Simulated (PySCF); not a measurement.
C₆H₇, doublet (typed; the unrestricted solution is spin-contaminated), geometry from GFN2-xTB; DF-HF/6-311++G** run with PySCF.

The PySCF input:
```python
from pyscf import gto, scf
import numpy

mol = gto.Mole()
mol.atom = '''
    C    -0.018138   -1.398782   -0.195215
    C     1.185989   -0.885852   -0.223794
    C     1.295008    0.581937   -0.190749
    C     0.236536    1.320162    0.125622
    C    -1.069693    0.701733    0.532240
    C    -1.290734   -0.671886   -0.142800
    H     2.092801   -1.464572   -0.293791
    H     2.248208    1.017152   -0.451230
    H     0.297299    2.398774    0.162361
    H    -1.903323    1.362134    0.285842
    H    -1.060605    0.574376    1.621478
    H    -1.658289   -0.543908   -1.168013
    H    -2.049903   -1.227830    0.411529
'''
mol.basis = '6-311++g**'
mol.charge = 0
mol.spin = 1
mol.verbose = 4
mol.build()
print('smallest overlap eigenvalue', numpy.linalg.eigvalsh(mol.intor('int1e_ovlp'))[0])

mf = scf.UHF(mol)
mf = mf.density_fit(auxbasis='def2-universal-jkfit')
mf = scf.addons.remove_linear_dep_(mf, threshold=1e-8, lindep=1e-8)
mf.kernel()
```

What the program printed (banner, timings and long lists left out):

```
PySCF version 2.14.0

[INPUT] verbose = 4
[INPUT] num. atoms = 13
[INPUT] num. electrons = 43
[INPUT] charge = 0
[INPUT] spin (= nelec alpha-beta = 2S) = 1
[INPUT] symmetry False subgroup None
[INPUT] Mole.unit = angstrom
[INPUT] Symbol           X                Y                Z      unit          X                Y                Z       unit  Magmom
[INPUT]  1 C     -0.018138000000  -1.398782000000  -0.195215000000 AA   -0.034275852447  -2.643314887971  -0.368902885407 Bohr   0.0
[INPUT]  2 C      1.185989000000  -0.885852000000  -0.223794000000 AA    2.241194396747  -1.674017666898  -0.422909368321 Bohr   0.0
[INPUT]  3 C      1.295008000000   0.581937000000  -0.190749000000 AA    2.447210449121   1.099701551751  -0.360463368535 Bohr   0.0
[INPUT]  4 C      0.236536000000   1.320162000000   0.125622000000 AA    0.446988258600   2.494744620058   0.237391175220 Bohr   0.0
[INPUT]  5 C     -1.069693000000   0.701733000000   0.532240000000 AA   -2.021426807364   1.326083182569   1.005787832539 Bohr   0.0
[INPUT]  6 C     -1.290734000000  -0.671886000000  -0.142800000000 AA   -2.439133759664  -1.269680526930  -0.269852890588 Bohr   0.0
[INPUT]  7 H      2.092801000000  -1.464572000000  -0.293791000000 AA    3.954820723216  -2.767639969707  -0.555184527862 Bohr   0.0
[INPUT]  8 H      2.248208000000   1.017152000000  -0.451230000000 AA    4.248497391056   1.922138707054  -0.852701119187 Bohr   0.0
[INPUT]  9 H      0.297299000000   2.398774000000   0.162361000000 AA    0.561813687107   4.533025894727   0.306817823311 Bohr   0.0
[INPUT] 10 H     -1.903323000000   1.362134000000   0.285842000000 AA   -3.596759196586   2.574060204958   0.540163094898 Bohr   0.0
[INPUT] 11 H     -1.060605000000   0.574376000000   1.621478000000 AA   -2.004252976344   1.085413332523   3.064149337008 Bohr   0.0
[INPUT] 12 H     -1.658289000000  -0.543908000000  -1.168013000000 AA   -3.133712045379  -1.027837156960  -2.207224679932 Bohr   0.0
[INPUT] 13 H     -2.049903000000  -1.227830000000   0.411529000000 AA   -3.873755251924  -2.320262427525   0.777677102316 Bohr   0.0

nuclear repulsion = 210.962581810037
number of shells = 95
number of NR pGTOs = 273
number of NR cGTOs = 181
basis = 6-311++g**
ecp = {}
input.py:29: DeprecationWarning: remove_linear_dep_ is deprecated and will be removed in a future release. Linear dependency handling is now built into the SCF procedure by default. Linear dependency removal can be controlled using the following settings:
  pyscf.scf.hf.remove_overlap_zero_eigenvalue = True
  pyscf.scf.hf.overlap_zero_eigenvalue_threshold = 1e-6

  mf = scf.addons.remove_linear_dep_(mf, threshold=1e-8, lindep=1e-8)
smallest overlap eigenvalue 4.844113851977801e-06

******** <class 'pyscf.df.df_jk.DFUHF'> ********
method = DFUHF
initial guess = minao
damping factor = 0
level_shift factor = 0
DIIS = <class 'pyscf.scf.diis.CDIIS'>
diis_start_cycle = 1
diis_space = 8
diis_damp = 0
SCF conv_tol = 1e-09
SCF conv_tol_grad = None
SCF max_cycles = 50
direct_scf = False
number electrons alpha = 22  beta = 21
Set gradient conv threshold to 3.16228e-05
******** <class 'pyscf.df.df.DF'> ********
auxbasis = def2-universal-jkfit
init E= -232.782790255759

cycle= 1 E= -231.14069024388  delta_E= 1.64  |g|= 0.308  |ddm|= 3.44
cycle= 2 E= -231.223569127823  delta_E= -0.0829  |g|= 0.112  |ddm|= 0.952
cycle= 3 E= -231.235821384059  delta_E= -0.0123  |g|= 0.0504  |ddm|= 0.583
cycle= 4 E= -231.238784634574  delta_E= -0.00296  |g|= 0.021  |ddm|= 0.295
cycle= 5 E= -231.239937891309  delta_E= -0.00115  |g|= 0.0152  |ddm|= 0.186
cycle= 6 E= -231.240762435115  delta_E= -0.000825  |g|= 0.0137  |ddm|= 0.0845
cycle= 7 E= -231.241432970718  delta_E= -0.000671  |g|= 0.0133  |ddm|= 0.0358
cycle= 8 E= -231.242307683554  delta_E= -0.000875  |g|= 0.0131  |ddm|= 0.0508
cycle= 9 E= -231.243539354441  delta_E= -0.00123  |g|= 0.0127  |ddm|= 0.0791
cycle= 10 E= -231.245069622338  delta_E= -0.00153  |g|= 0.012  |ddm|=  0.1
cycle= 11 E= -231.246752000055  delta_E= -0.00168  |g|= 0.0103  |ddm|= 0.119
cycle= 12 E= -231.248270404922  delta_E= -0.00152  |g|= 0.00707  |ddm|= 0.319
cycle= 13 E= -231.248495472241  delta_E= -0.000225  |g|= 0.00257  |ddm|= 0.112
cycle= 14 E= -231.248306032465  delta_E= 0.000189  |g|= 0.00485  |ddm|= 0.0621
cycle= 15 E= -231.248534662298  delta_E= -0.000229  |g|= 0.00148  |ddm|= 0.0995
cycle= 16 E= -231.248548616359  delta_E= -1.4e-05  |g|= 0.000256  |ddm|= 0.0179
cycle= 17 E= -231.248548751199  delta_E= -1.35e-07  |g|= 0.000107  |ddm|= 0.00164
cycle= 18 E= -231.248548785492  delta_E= -3.43e-08  |g|= 4.52e-05  |ddm|= 0.000559
cycle= 19 E= -231.24854879405  delta_E= -8.56e-09  |g|= 1.87e-05  |ddm|= 0.000395
cycle= 20 E= -231.248548795038  delta_E= -9.88e-10  |g|= 7.37e-06  |ddm|= 0.000188
Extra cycle  E= -231.248548795113  delta_E= -7.47e-11  |g|= 4.93e-06  |ddm|= 2.89e-05
converged SCF energy = -231.248548795113  <S^2> = 1.2463121  2S+1 = 2.4464767
```
